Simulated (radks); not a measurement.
Problem. The mean radii <r> (bohr) of the occupied orbitals of an atom or ion are listed with their occupations. Calculated with a radial shooting solver on a logarithmic mesh with Libxc functionals: Dirac Kohn-Sham, PBE, spin-unpolarised, spherical densities, finite nucleus; Fermi nuclear charge, rms radius of each element as measured or else 0.836 A^(1/3) + 0.57 fm.

orbital  occ.      <r>
1s1/2       2  0.08495
2s1/2       1   0.3565

Name the element and its charge. Open shells, if any, are shared by 2j + 1.

Solution. Z = 18, argon, charge +15: Ar15+ in [He] 2s1. The 1s radius gives Z: for a bare nucleus <r> = (2 gamma + 1)/(2Z) with gamma = sqrt(1 - (Z/c)^2), 0.08285 bohr for Z = 18, and screening makes it slightly larger (0.08495 here). The occupations add up to 3, and the charge is Z minus that.
